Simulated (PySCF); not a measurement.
A structure optimised at PBE0-D3(BJ)/def2-SVP, used in a PySCF frequency run:

```xyz
5

Zr    -0.3408     0.2958     0.0000
Cl     0.2416    -0.8772     1.8599
Cl     0.2416    -0.8772    -1.8599
O      0.5340     1.9158     0.0000
H      1.1453     2.6674     0.0000
```
Charge +1, spin multiplicity 1.

Question: Write its SMILES, formula and point group.

Answer: [OH][Zr+]([Cl])[Cl], Cl2HOZr, Cs

Question: What are its rotational constants (standard atomic weights)?

Answer: 3.3933, 1.9031, 1.3517 GHz
